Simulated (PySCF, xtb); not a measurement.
AlH, SMILES [AlH] (connectivity only; charge and spin as stated), neutral, multiplicity 1.

GFN2-xTB run with xtb 6.7.1 at its own geometry gives an orbital gap of 2.29 eV and a dipole moment of 1.58 D.

Geometry: B3LYP-D3(BJ)/def2-TZVPD.

**Question.** What does CAM-B3LYP/def2-TZVPD (PySCF) give? (The exact figures need the calculation; the answer reports its results.)

**Answer.** gap 6.23 eV (levels -7.03 and -0.80 eV), dipole 0.20 D.
